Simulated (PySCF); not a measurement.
Species: C₂H₆PSi₂ (doublet state).
Numbering: `[CH:1]#[C:2][SiH:3][PH:4][SiH3:5]` (hydrogens: H6 on C1; H7 on Si3; H8 on P4; H9, H10, H11 on Si5)

Computed geometry: GFN2-xTB, gas phase. This method treats the open shell by occupation alone, without spin polarisation.

Question: List the bond lengths, angles and torsions at this level.

Answer: 
```
                    bond  length (bohr)
                   C1≡C2          2.280
                  C2–Si3          3.481
                  Si3–P4          4.209
                  P4–Si5          4.214
                   C1–H6          1.989
                  Si3–H7          2.780
                   P4–H8          2.609
Si5–H9, Si5–H10, Si5–H11          2.764
```

Bonds in one row agree within 0.02 bohr and their mean is given. A selection of angles:
```
     angle  degrees
  C2–C1–H6    177.0
 C1–C2–Si3    172.7
 C2–Si3–P4    111.5
 C2–Si3–H7    107.8
 P4–Si3–H7    108.7
Si3–P4–Si5    101.0
 Si3–P4–H8     96.4
 Si5–P4–H8     95.9
 P4–Si5–H9    106.4
P4–Si5–H10    107.3
P4–Si5–H11    112.2
H9–Si5–H10    111.2
H9–Si5–H11    109.7
```

Torsions: C2–Si3–P4–Si5 -161° (antiperiplanar). The mirror-image conformer, all signs reversed, is as good.

Si3 (silicon bonded to C, P and H) is pyramidal (angles 111.5°, 108.7° and 107.8°, sum 327.9°, 0.60 Å off the plane of its three neighbours). P4 (phosphorus bonded to 2 Si and H) is pyramidal (angles 101.0°, 96.4° and 95.9°, sum 293.2°, 0.90 Å off the plane of its three neighbours). Si5 (silicon bonded to P and 3 H) is tetrahedral (angles from 106.4° to 112.2°).

Point group: C1 (no symmetry element, even within 0.4 Å). Whether it is a minimum is left open (no frequencies).
